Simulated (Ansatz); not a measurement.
A calculation with Ansatz (development build ahead of 0.2.0).

```yaml
crystal:
  periodic: [false, false, false]
  atoms:
    - { symbol: V, position_ang: [0.0, 0.0, 0.0] }
    - { symbol: O, position_ang: [0.0, 1.6504, 1.1556] }
    - { symbol: F, position_ang: [0.0, -1.5826, 1.1081] }
basis:
  gaussian: { orbitals: pcseg-2 }
magnetization:
  spin_polarized: true
  initial_magnetization: 4
hamiltonian:
  xc: pbe
```

The input is written out in the form of the current development build from the run's settings.

Results

| Property | Result |
| --- | --- |
| Converged | yes |
| Total energy | -1118.72199 hartree |
| Spin squared of the determinant | 6.015 |
| Stability test | minimum |

Caution: other spin multiplicities were not run.
